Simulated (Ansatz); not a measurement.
AlFGaGeH5O (`[F][AlH][O][GaH][GeH3]`), charge 0, multiplicity 1.

Q: Give a relaxed structure at PBE0-D4/def2-TZVP (the Gaussian-basis code of Ansatz). (An estimate is asked.)

A: Computed: 
Cartesian coordinates in Å:
```
F 3.119 1.807 0.556
Al 2.682 0.471 -0.307
O 1.301 -0.359 0.109
Ga -0.249 -0.944 0.751
Ge -2.239 0.095 -0.200
H 3.603 0.040 -1.500
H -0.127 -2.076 1.828
H -3.143 0.668 0.906
H -1.875 1.237 -1.164
H -3.072 -0.940 -0.979
```
This is one stationary point; other conformers may exist.
